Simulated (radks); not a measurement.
Question: Sc IX, configuration [Ne] 3s2 3p1 (the NIST ground configuration). Method: Dirac Kohn-Sham, PBEsol, spin-unpolarised, spherical densities, finite nucleus; open shells fill j = l - 1/2 first; Fermi nuclear charge, rms radius 3.5459 fm; computed with a radial shooting solver on a logarithmic mesh with Libxc functionals.

Spin-orbit splittings of the eigenvalues, e(l+1/2) - e(l-1/2), with zeta = 2 splitting/(2l+1) and mean radii in bohr:

| shell | occ. | splitting (eV) | zeta (eV) | <r> j=l-1/2 | <r> j=l+1/2 |
|---|---|---|---|---|---|
| 2p | 6 | ? | ? | 0.3030 | 0.3055 |
| 3p | 1 | 0.7839 | 0.5226 | 0.9613 | 0.9657 |
| 3d | 0 | 0.1024 | 0.04094 | 0.9512 | 0.9522 |

Estimate the 2p splitting.

Answer: 4.724 eV (zeta = 3.149 eV).
